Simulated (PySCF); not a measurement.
Job file and geometry (Å, from GFN2-xTB) of an NMR shielding run on SMILES CC(C)(C)B(P)Cl, C4H11BClP, GIAO PBE0/pcSseg-1 NMR shielding, non-relativistic, gas phase (PySCF 2.14.0, density-fitted response routines); density fitting, a coarse starting grid and PySCF grid level 2 are the driver's defaults:

```
$ OMP_NUM_THREADS=1 python probes_run.py task.json out

{"job": {"kind": "nmr", "xc": "PBE0", "basis": "pcSseg-1"}, "charge": 0, "multiplicity": 1}
C     -0.017031    -0.728207    -1.341177
C     -0.343335     0.049255    -0.051116
C     -1.840865    -0.120219     0.239933
C     -0.057821     1.540249    -0.300757
B      0.591567    -0.478401     1.143948
P      2.421846     0.008929     1.274903
Cl    -0.065526    -1.359857     2.450664
H     -0.205152    -1.791604    -1.208678
H     -0.639637    -0.368924    -2.158234
H      1.026191    -0.594637    -1.621148
H     -2.430524     0.262110    -0.591144
H     -2.121986     0.422226     1.139731
H     -2.089519    -1.169026     0.383205
H     -0.628294     1.896868    -1.156108
H     -0.333980     2.131934     0.569409
H      1.001518     1.702320    -0.499481
H      2.804426    -0.207438    -0.032905
H      2.919363    -1.189263     1.747297
```

Question: What does the program print?

Answer: 
```
coarse grid: 15504 points
cycle   1  E = -984.8327340860  dE =  5.828e-01  |g| = 4.054e-01  |ddm| = 3.610e+00
cycle   2  E = -984.8242019088  dE =  8.532e-03  |g| = 4.571e-01  |ddm| = 8.136e-01
cycle   3  E = -984.8787142915  dE = -5.451e-02  |g| = 4.351e-02  |ddm| = 4.458e-01
cycle   4  E = -984.8790878257  dE = -3.735e-04  |g| = 2.243e-02  |ddm| = 7.661e-02
cycle   5  E = -984.8791990127  dE = -1.112e-04  |g| = 4.956e-03  |ddm| = 2.551e-02
cycle   6  E = -984.8792046673  dE = -5.655e-06  |g| = 1.879e-03  |ddm| = 7.854e-03
final grid: 138808 points
cycle   7  E = -984.9204225397  dE = -5.980e-05  |g| = 8.620e-03  |ddm| = 4.139e-02
cycle   8  E = -984.9204152094  dE =  7.330e-06  |g| = 9.975e-03  |ddm| = 1.640e-02
cycle   9  E = -984.9204407336  dE = -2.552e-05  |g| = 7.722e-04  |ddm| = 9.529e-03
cycle  10  E = -984.9204408473  dE = -1.137e-07  |g| = 2.981e-04  |ddm| = 1.163e-03
cycle  11  E = -984.9204408689  dE = -2.161e-08  |g| = 5.930e-05  |ddm| = 3.370e-04
cycle  12  E = -984.9204408697  dE = -8.395e-10  |g| = 2.282e-05  |ddm| = 9.075e-05
converged SCF energy = -984.9204408697

GIAO shielding tensors (ppm)
atom      isotropic    diamagn.    paramagn.     s11        s22        s33       span
  0 C      156.214     248.990     -92.777    136.365    147.861    184.415     48.049
  1 C      152.584     245.739     -93.155    131.934    158.576    167.243     35.309
  2 C      157.345     247.564     -90.219    142.775    148.673    180.585     37.810
  3 C      155.316     248.726     -93.410    134.214    150.073    181.661     47.447
  4 B       12.034     192.494    -180.461    -71.415      8.527     98.989    170.405
  5 P      525.621     967.535    -441.914    453.906    508.777    614.179    160.273
  6 Cl     640.809    1149.608    -508.799    345.446    561.216   1015.766    670.321
  7 H       30.772      31.489      -0.717     26.676     28.584     37.056     10.380
  8 H       30.792      31.747      -0.955     27.363     28.440     36.573      9.210
  9 H       30.543      32.145      -1.602     26.037     29.716     35.875      9.838
 10 H       31.074      31.278      -0.204     27.064     29.271     36.887      9.823
 11 H       30.586      31.173      -0.587     26.595     28.708     36.456      9.861
 12 H       30.251      31.377      -1.125     25.907     29.149     35.697      9.790
 13 H       30.820      31.580      -0.760     27.143     28.636     36.682      9.539
 14 H       30.698      31.218      -0.520     27.299     27.817     36.979      9.681
 15 H       30.487      31.976      -1.489     25.630     30.443     35.387      9.757
 16 H       28.945      30.964      -2.019     23.482     29.035     34.317     10.834
 17 H       29.468      29.988      -0.520     24.336     27.514     36.554     12.218
```

Size and cost of the density-fitted run: 188 basis functions, 30 s wall time on 1 thread of an Arm Neoverse V2, shared host; peak memory 0.85 GiB.
